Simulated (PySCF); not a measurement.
## Structure elucidation problem

Molecular formula: C8H9NO. Simulated spectra:

1H NMR (500 MHz, computed): δ 6.46 (m, 1H), 3.50 (s, 3H), 2.95 (m, 1H), 2.92 (m, 1H), 2.33 (m, 1H), 1.43 (m, 1H), -0.01 (m, 1H).

13C{1H} NMR (computed): δ 154.8, 127.1, 120.6, 71.7, 58.8, 44.9, 38.0, 24.3.

PySCF 2.14 calculation with GIAO PBE0/pcSseg-1 shieldings and GFN2-xTB structure; isolated molecule, no relativistic terms, one computed conformer, rapidly exchanging positions averaged.

Shifts are taken against calculated references (same method and geometry level): TMS for 1H (σ = 31.72 ppm) and 13C (σ = 186.93 ppm).

Question: Choose the structure that fits.
A. C=CCc1cc[n+]([O-])cc1
B. C=C(C)c1cc[n+]([O-])cc1
C. N#C[C@@H]1C[C@H]2CC[C@@H]1C2=O
D. CO[C@@]12CC=C(C#N)[C@@H]1C2
E. C#CC(=C)C(=C)CC(N)=O

Answer: D. 

1. Rings plus π bonds: 5 (2 rings in the answer).
2. 8 carbon signals for 8 carbons: no two carbons are equivalent.
3. Carbon types of the structure: 3 × C, 2 × CH, 2 × CH2, 1 × CH3, which accounts for all hydrogens.
4. δC 154.8: alkene CH; as expected for a trigonal carbon in a double bond.
5. δC 127.1: fully substituted alkene carbon; the olefinic region.
6. δC 120.6: nitrile carbon; typical of a nitrile.
7. δC 71.7, 38.0, 24.3: three-membered-ring carbon.
8. δC 44.9: allylic sp3 CH2; a saturated carbon with 2 carbon neighbours and no heteroatom attached.

The others: C=C(C)c1cc[n+]([O-])cc1 would give 6 carbon signals, not 8; C=CCc1cc[n+]([O-])cc1 would give 6 carbon signals, not 8; C#CC(=C)C(=C)CC(N)=O would give 6 signals for carbon-bound and other non-exchanging H, not 7; N#C[C@@H]1C[C@H]2CC[C@@H]1C2=O would give 9 signals for carbon-bound and other non-exchanging H, not 7.

Shifts are as computed. Against solution values, carbons near 30 ppm lie about +3 ppm off and those near 130 ppm about +5 ppm. Of 1211 compounds with measured shifts, 218 miss one by over three times the rms of a fit or turn the order of signals round; such compounds aren't used in these exercises. No couplings were computed; multiplicities are counted from neighbouring protons, with m where these are inequivalent, close in shift, in a saturated or five-membered ring or joined by F or P, and br s for small geminal =CH2 splittings.
